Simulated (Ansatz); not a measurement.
Consider the hydrogenolysis of a Ge–S bond: `[CH3][GeH]([CH3])[SH]` + H₂ → `[CH3][GeH2][CH3]` + H₂S.

Isolated molecules relaxed with PBE0-D4/def2-TZVP in Ansatz; ΔE leaves out vibrations. CBS: MP2 limit from def2 TZ/QZ plus the TZ coupled-cluster correction, frozen cores. This one scheme is used for every species. DFT in def2-TZVPP. B3LYP here is the variant with VWN-RPA as its local correlation; programs differ in this. For Ge outer-core shells are correlated without core-valence functions, which leaves a few kJ/mol of doubt a bond. Scalar relativity is left out up to krypton. One conformer a species, not always the lowest.

(1) Is it downhill or uphill in electronic energy at CCSD(T)/CBS, and by how much? (An estimate is asked.)

(2) What do these levels give: B3LYP-D4, r2SCANh-D4, BLYP, CCSD/def2-SVP, HF/def2-TZVPP, MP2/CBS(def2)? (Best estimate.)

Largest T1 diagnostic among the species: 0.010.

## Answers

(1) Ansatz gave: Uphill: ΔE = +36.4 kJ/mol.

(2) The calculation gave: B3LYP-D4 35.9, r2SCANh-D4 38.7, BLYP 25.7, CCSD/def2-SVP 16.6, HF/def2-TZVPP 17.0, MP2/CBS(def2) 46.3 kJ/mol.

The D4 term adds +10.9 kJ/mol with B3LYP and +6.1 kJ/mol with PBE0; it sums over pairs of atoms, weighted by their polarisabilities, and B3LYP, whose exchange is more repulsive, gets the larger term. In def2-TZVPP, CCSD(T) changes the Hartree–Fock value by +16.7 kJ/mol (the triples alone add +5.0 kJ/mol) and MP2 by +26.6 kJ/mol.
